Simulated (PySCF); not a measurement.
C4H2Cl2Ge: core ionisation energies

Ge(CCH)2Cl2, C₄H₂Cl₂Ge.
Bonds: Ge1–C2, Ge1–C5, Ge1–Cl8, Ge1–Cl9, C2–C3, C5–C6. Hydrogens: H4 on C3; H7 on C6.

Theory: PySCF, delta-SCF UKS SCAN, pcX-2 on the ionised atom, pcseg-1 elsewhere, spin-free X2C. These are vertical core ionisation energies against the vacuum level, from separate self-consistent calculations with and without the core hole.

**Question.** Give the core binding energies atom by atom.

**Answer.** 
```tsv
atom(s)	environment	level	binding energy (eV)	2p1/2 (eV)	above the level's lowest (eV)	count
C2/C5	carbon bonded to C and Ge	C 1s	290.96	–	0.00	2
C3/C6	carbon bonded to C and H	C 1s	291.16	–	+0.20	2
Cl8/Cl9	chlorine bonded to Ge	Cl 2p3/2	205.89	207.55	0.00	2
Cl8/Cl9	chlorine bonded to Ge	Cl 1s	2828.48	–	0.00	2
```

The 2 C 1s values lie within 0.20 eV of each other; Gaussian lines of 0.5 eV full width would blend them into one maximum.

**Question.** What is the longest wavelength that can ionise C 1s of C2/C5 vertically?

**Answer.** λ = hc/E = 12398.42 eV Å / 290.96 eV = 42.612 Å.

The first atom of each set that the bonding makes equivalent was ionised and stands for the set. The unrestricted hole states depart most from a pure doublet (⟨S²⟩ = 0.75; over 0.85 named) for C 1s of C2/C5 (0.86) and C 1s of C3/C6 (0.86), which makes these values less certain. The 2p values aren't plain energy differences: one relaxed spin-free 2p hole is combined with a matrix within the shell (ground-state 2p orbital-energy differences and spin–orbit coupling). 2p3/2, the mean of its two sublevels, lies a third of the splitting below the shell's mean and 2p1/2 two thirds above it; the statistical areas are 2:1. 2p1/2 minus 2p3/2 (ligand field included): Cl 1.65 eV. No level of germanium is listed. Geometry: PBE0-D3(BJ)/def2-SVP; no solvent, vibrations or thermal averaging.

Hardware: Intel Xeon 6975P-C, one thread, no GPU, shared host with 192 logical CPUs at a one-minute load of 59. Cost: 17 s, 0.55 GiB resident at most.
